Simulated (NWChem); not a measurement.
System: InH$_{3}$O$_{2}$; SMILES [OH][InH][OH]

Output (shortened):

```
             Northwest Computational Chemistry Package (NWChem) 7.3.0
             --------------------------------------------------------

 CS  symmetry detected

                             Geometry "geometry" -> ""
                             -------------------------

 Output coordinates in angstroms (scale by  1.889725989 to convert to a.u.)

  No.       Tag          Charge          X              Y              Z
 ---- ---------------- ---------- -------------- -------------- --------------
    1 In                  49.0000    -0.28730236    -0.01553103     0.00000000
    2 H                    1.0000    -1.96334984    -0.02709362     0.00000000
    3 O                    8.0000     0.83965350    -1.58120989     0.00000000
    4 H                    1.0000     1.74717226    -1.26917850     0.00000000
    5 O                    8.0000     0.88347116     1.53654436     0.00000000
    6 H                    1.0000     0.50899580     2.41461705     0.00000000

 Effective nuclear repulsion energy (a.u.)     275.9448320012

      Symmetry information
      --------------------

 Group name             Cs
 Group number              2
 Group order               2
 No. of unique centers     6

                                Z-matrix (autoz)
                                --------

 Units are Angstrom for bonds and degrees for angles

      Type          Name      I     J     K     L     M      Value
      ----------- --------  ----- ----- ----- ----- ----- ----------
    1 Stretch                  1     2                       1.67609
    2 Stretch                  1     3                       1.92909
    3 Stretch                  1     5                       1.94413
    4 Stretch                  3     4                       0.95966
    5 Stretch                  5     6                       0.95459
    6 Bend                     1     3     4               106.77140
    7 Bend                     1     5     6               119.87474
    8 Bend                     2     1     3               125.35060
    9 Bend                     2     1     5               127.42352
   10 Bend                     3     1     5               107.22587
   11 Torsion                  2     1     3     4         180.00000
   12 Torsion                  2     1     5     6           0.00000
   13 Torsion                  3     1     5     6         180.00000
   14 Torsion                  4     3     1     5          -0.00000

                           NWChem Geometry Optimization
                           ----------------------------

 maximum gradient threshold         (gmax) =   0.000450
 rms gradient threshold             (grms) =   0.000300
 maximum cartesian step threshold   (xmax) =   0.001800
 rms cartesian step threshold       (xrms) =   0.001200
 fixed trust radius                (trust) =   0.300000
 source of zmatrix                         =   autoz

          -------------------
          Energy Minimization
          -------------------

 Using diagonal initial Hessian
 Scaling for Hessian diagonals: bonds = 1.00  angles = 0.25  torsions = 0.10

          --------
          Step   0

                                 NWChem DFT Module
                                 -----------------

 Summary of "ao basis" -> "ao basis" (spherical)
 ------------------------------------------------------------------------------
       Tag                 Description            Shells   Functions and Types
 ---------------- ------------------------------  ------  ---------------------
 In                         def2-svp                10       26   4s4p2d
 H                          def2-svp                 3        5   2s1p
 O                          def2-svp                 6       14   3s2p1d

      Symmetry analysis of basis
      --------------------------

        a'         50
        a"         19

[...]

      ----------------------
      Optimization converged
      ----------------------

  Step       Energy      Delta E   Gmax     Grms     Xrms     Xmax
  ---- ---------------- -------- -------- -------- -------- --------
@    7    -342.10492348 -2.5D-07  0.00009  0.00004  0.00056  0.00147
                                     ok       ok       ok       ok

                                Z-matrix (autoz)
                                --------

 Units are Angstrom for bonds and degrees for angles

      Type          Name      I     J     K     L     M      Value     Gradient
      ----------- --------  ----- ----- ----- ----- ----- ---------- ----------
    1 Stretch                  1     2                       1.70529   -0.00009
    2 Stretch                  1     3                       1.99066   -0.00002
    3 Stretch                  1     5                       2.00009   -0.00005
    4 Stretch                  3     4                       0.96461   -0.00005
    5 Stretch                  5     6                       0.96350    0.00006
    6 Bend                     1     3     4               111.04550   -0.00001
    7 Bend                     1     5     6               113.37975   -0.00002
    8 Bend                     2     1     3               123.34574    0.00003
    9 Bend                     2     1     5               128.16294   -0.00004
   10 Bend                     3     1     5               108.49132    0.00001
   11 Torsion                  2     1     3     4         180.00000    0.00000
   12 Torsion                  2     1     5     6           0.00000    0.00000
   13 Torsion                  3     1     5     6         180.00000    0.00000
   14 Torsion                  4     3     1     5          -0.00000    0.00000

                         Geometry "geometry" -> "geometry"
                         ---------------------------------

 Output coordinates in angstroms (scale by  1.889725989 to convert to a.u.)

  No.       Tag          Charge          X              Y              Z
 ---- ---------------- ---------- -------------- -------------- --------------
    1 In                  49.0000    -0.28148783     0.01806382     0.00000000
    2 H                    1.0000    -1.98633880    -0.02068614     0.00000000
    3 O                    8.0000     0.85026394    -1.61957851     0.00000000
    4 H                    1.0000     1.78781959    -1.39271985     0.00000000
    5 O                    8.0000     0.91831135     1.61832103     0.00000000
    6 H                    1.0000     0.44007226     2.45474802     0.00000000

 Effective nuclear repulsion energy (a.u.)     268.2900047936

      Symmetry information
      --------------------

 Group name             Cs
 Group number              2
 Group order               2
 No. of unique centers     6

                Final and change from initial internal coordinates
                --------------------------------------------------

[...]

 Rotational Constants
 --------------------
 A=   0.406682 cm-1  (  0.585112 K)
 B=   0.183542 cm-1  (  0.264070 K)
 C=   0.126466 cm-1  (  0.181952 K)

 Temperature                      =   298.15K
 frequency scaling parameter      =   1.0000

 Zero-Point correction to Energy  =   20.154 kcal/mol  (  0.032118 au)
 Thermal correction to Energy     =   23.498 kcal/mol  (  0.037446 au)
 Thermal correction to Enthalpy   =   24.090 kcal/mol  (  0.038390 au)

 Total Entropy                    =   74.038 cal/mol-K
   - Translational                =   40.907 cal/mol-K (mol. weight = 149.9174)
   - Rotational                   =   24.639 cal/mol-K (symmetry #  =        1)
   - Vibrational                  =    8.492 cal/mol-K

 Cv (constant volume heat capacity) =   17.307 cal/mol-K
   - Translational                  =    2.979 cal/mol-K
   - Rotational                     =    2.979 cal/mol-K
   - Vibrational                    =   11.348 cal/mol-K

[normal modes left out]

 ----------------------------------------------------------------------------
 Normal Eigenvalue ||           Projected Infra Red Intensities
  Mode   [cm**-1]  || [atomic units] [(debye/angs)**2] [(KM/mol)] [arbitrary]
 ------ ---------- || -------------- ----------------- ---------- -----------
    1       -0.000 ||    0.000470           0.011         0.458       0.094
    2       -0.000 ||    0.003130           0.072         3.051       0.629
    3        0.000 ||    0.000585           0.013         0.570       0.118
    4        0.000 ||    0.000017           0.000         0.017       0.004
    5        0.000 ||    0.000002           0.000         0.002       0.000
    6        0.000 ||    0.001164           0.027         1.135       0.234
    7      140.540 ||    0.019562           0.451        19.070       3.933
    8      295.716 ||    0.084491           1.949        82.366      16.990
    9      331.765 ||    0.179380           4.138       174.868      36.070
   10      424.764 ||    0.007363           0.170         7.178       1.481
   11      429.744 ||    0.106247           2.451       103.575      21.365
   12      605.893 ||    0.044726           1.032        43.601       8.994
   13      619.659 ||    0.063313           1.461        61.721      12.731
   14      780.291 ||    0.068448           1.579        66.727      13.764
   15      824.688 ||    0.102323           2.361        99.749      20.575
   16     1862.496 ||    0.105078           2.424       102.436      21.129
   17     3889.031 ||    0.060749           1.402        59.221      12.216
   18     3900.391 ||    0.048107           1.110        46.897       9.673
 ----------------------------------------------------------------------------
```

Level: PBE0/def2-SVP with def2 effective core potentials on In. def2 effective core potentials on In; no spin-orbit coupling.

**Question.** Reconstruct the input file.

**Answer.** Several could match; the one computed here: the input that was run:
```
start job
memory heap 200 mb stack 900 mb global 1100 mb
geometry units angstroms
  In    -0.180895    -0.139762    -0.108854
  H     -1.369829    -1.088926    -0.812269
  O      0.177717     1.704922    -0.544650
  H      0.907050     1.984447     0.012928
  O      1.082581    -0.660814     1.273818
  H      1.063951    -1.548274     1.624975
end
basis spherical
  * library def2-svp
end
ecp
  In library def2-ecp
end
dft
  xc pbe0
  iterations 150
end
driver
  maxiter 120
end
task dft optimize
dft
  grid fine
  convergence energy 1d-8 density 1d-7
end
task dft freq numerical
```
